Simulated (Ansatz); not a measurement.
`C[CH2][GeH3]`, relaxed with RKS PBE-D4/def2-SVP in Ansatz 0.2.0 from a rough embedded geometry. The force threshold is 0.03 eV/Å; the program also tests the step.

Charge 0, multiplicity 1.

Start:

```xyz
11

C    -0.963    0.194    0.935
C    -0.606    0.013   -0.481
Ge    1.295   -0.210   -0.616
H    -0.475    1.141    1.410
H    -2.125    0.325    1.024
H    -0.726   -0.696    1.582
H    -0.885    0.921   -1.062
H    -1.074   -0.849   -0.892
H     1.787   -1.478    0.220
H     2.045    1.038   -0.026
H     1.727   -0.399   -2.094
```

Task: By how much does the energy fall, and how many steps does the optimiser take? (Best estimate.)

Result: Computed: 6.57 kcal/mol, in 4 steps.

Task: Which bonds change most? (Estimate.)

Result: Ansatz gave: C1–H5 from 1.173 to 1.110 Å; C1–C2 from 1.472 to 1.531 Å; C2–Ge3 from 1.918 to 1.977 Å; C1–H4 from 1.166 to 1.110 Å.

Task: Give the relaxed structure. (Best estimate.)

Result: Ansatz gave: 
```xyz
11

C    -1.044    0.215    0.994
C    -0.585    0.024   -0.455
Ge    1.369   -0.219   -0.641
H    -0.578    1.108    1.461
H    -2.144    0.350    1.059
H    -0.784   -0.658    1.628
H    -0.869    0.897   -1.081
H    -1.073   -0.861   -0.915
H     1.829   -1.471    0.158
H     2.117    1.021   -0.076
H     1.762   -0.405   -2.132
```
